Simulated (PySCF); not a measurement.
RhS2: fields on a plane

Computed with UPBE0/[Rh def2-SVP with ECP28, S def2-SVP], scalar-relativistic core potentials, density fitting, no spin–orbit coupling, PySCF.

The doublet minimum has Rh–S 2.231 Å (×2), S–S 2.013 Å; Rh–S–S 63.2° (×2), S–Rh–S 53.6°.

The plane holds Rh1 at (0.00, 0.00), S2 at (2.23, 0.00), S3 at (1.32, 1.80) Å. Columns run from x = -1.95 to 4.65 Å, rows from y = 4.05 (top) to -1.95 Å, in steps of 0.3 Å. Other isomers or separated fragments may lie lower. Core electrons replaced by a potential are absent, the electrostatic potential uses the reduced nuclear charge, and values within about 0.7 Å of such atoms have no physical meaning.

Question: Give the spin density (e/Å³) (cut at ±0.5 e/Å³). Every second row and column.

Answer: 
```
 0.00  0.00  0.00  0.00  0.00  0.00  0.00  0.00  0.00  0.00  0.00  0.00
 0.00  0.00  0.00  0.00  0.00  0.00  0.00  0.00  0.00  0.00  0.00  0.00
 0.00  0.00  0.00  0.00  0.00  0.00 -0.01  0.00  0.00  0.00  0.00  0.00
 0.00  0.00  0.00  0.00  0.00  0.00 -0.02 -0.01  0.00  0.00  0.00  0.00
 0.00  0.00  0.00  0.00 -0.01  0.00  0.00  0.00  0.00  0.00  0.00  0.00
 0.00  0.00  0.00  0.00  0.00 -0.01  0.00  0.00  0.00  0.00  0.00  0.00
 0.00  0.00  0.01  0.00  0.01  0.00  0.00  0.00 -0.01  0.00  0.00  0.00
 0.00  0.00  0.00  0.01  0.07  0.00 -0.02  0.00 -0.02  0.00  0.00  0.00
 0.00  0.00  0.00  0.02  0.00  0.00 -0.01 -0.01 -0.01  0.00  0.00  0.00
 0.00  0.00  0.00  0.00  0.00  0.00  0.00  0.00  0.00  0.00  0.00  0.00
 0.00  0.00  0.00  0.00  0.00  0.00  0.00  0.00  0.00  0.00  0.00  0.00
```

Question: Give the electron density (e/Å³) (cut at 5 e/Å³). Every second row and column.

Answer: 
```
0.00 0.00 0.00 0.00 0.00 0.00 0.00 0.00 0.00 0.00 0.00 0.00
0.00 0.00 0.00 0.00 0.02 0.04 0.04 0.02 0.00 0.00 0.00 0.00
0.00 0.00 0.00 0.02 0.09 0.31 0.32 0.10 0.02 0.00 0.00 0.00
0.00 0.00 0.01 0.06 0.40 1.49 1.44 0.38 0.05 0.01 0.00 0.00
0.00 0.01 0.04 0.14 0.73 5.00 5.00 0.56 0.08 0.01 0.00 0.00
0.00 0.02 0.18 0.55 0.66 0.99 1.11 0.68 0.22 0.05 0.01 0.00
0.00 0.04 1.05 5.00 4.78 0.57 1.09 2.47 0.86 0.15 0.02 0.00
0.01 0.08 2.26 2.36 5.00 0.73 1.36 5.00 1.24 0.20 0.02 0.00
0.01 0.05 0.39 1.95 1.40 0.32 0.56 0.81 0.47 0.09 0.01 0.00
0.00 0.01 0.03 0.08 0.11 0.07 0.08 0.10 0.06 0.02 0.00 0.00
0.00 0.00 0.00 0.01 0.01 0.01 0.01 0.01 0.01 0.00 0.00 0.00
```

Other spin states or occupations of the open shell can lie lower.
